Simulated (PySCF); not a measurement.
# Ne²⁺: ionisation energy

Ne²⁺ [He] 2s2 2p4 (3P) → Ne³⁺ [He] 2s2 2p3 (4S), as a difference of total energies. Calculation: PySCF 2.14, in dyall-acv3z (15s9p4d2f, 76 functions); the spin-free X2C one-electron Hamiltonian (Gaussian nucleus). Correlated levels: valence: 1s2 frozen; virtual orbitals above 40 to 60 times the deepest correlated orbital energy dropped. The calculations carry no spin-orbit coupling.

```tsv
method	ionisation energy (eV)
UHF	61.809
MP2 (valence)	63.041
SCS-MP2 (valence)	63.152
CCSD (valence)	63.074
CCSD(T) (valence)	63.094
```

How much does correlation contribute at CCSD(T) (valence)?

63.094 − (61.809) = 1.285 eV, measured against UHF.

A first-order spin-orbit estimate (lowest level to lowest level, LS coupling) adds 0.038 eV.

Errors of the correlated levels include the incompleteness of this basis and the frozen core.

For comparison: 63.423 eV (measured; NIST Atomic Spectra Database, ionization energies).
